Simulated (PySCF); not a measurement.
C2H9NSi2, SMILES CN(C)[Si][SiH3] (connectivity only; charge and spin as stated), neutral, multiplicity 1.

Geometry: ωB97X-D3(BJ)/def2-SVP. Other conformers were not sampled.

These are SMD-B3LYP/def2-SVP (PySCF) values and carry that method's errors.

Solvation free energies are E(SMD) − E(gas) at the gas-phase geometry, for 1 M in both phases. In vacuum the dipole moment is 2.85 D.

Question: Rank water, chlorobenzene, tetrahydrofuran by solvation free energy, most negative first.

Answer: chlorobenzene (-3.7 kcal/mol), tetrahydrofuran (-3.3 kcal/mol), water (0.5 kcal/mol)
